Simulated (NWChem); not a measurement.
MnO, sextet; SMILES [O]=[Mn]

```xyz
2

Mn     0.0000     0.0000    -0.3984
O      0.0000     0.0000     1.2258
```
Atoms are numbered in this order, from 1.

All runs use the structure optimised with PBE0-D3(BJ)/def2-TZVP, spin-unrestricted. No stability test was run on the SCF state.

### Question
List the 6 lowest vertical excitations from CAM-B3LYP/def2-SVPD, spin-unrestricted, TDA (NWChem).

### Answer
```json
[
 {"state": "state 1", "energy (eV)": "1.63", "oscillator strength": "0.004", "<S²>": "9.14"},
 {"state": "state 2", "energy (eV)": "1.63", "oscillator strength": "0.004", "<S²>": "9.14"},
 {"state": "state 3", "energy (eV)": "2.33", "oscillator strength": "0.077", "<S²>": "9.04"},
 {"state": "state 4", "energy (eV)": "3.28", "oscillator strength": "0.002", "<S²>": "8.91"},
 {"state": "state 5", "energy (eV)": "3.28", "oscillator strength": "0.002", "<S²>": "8.91"},
 {"state": "state 6", "energy (eV)": "4.41", "oscillator strength": "0.002", "<S²>": "8.87"}
]
```
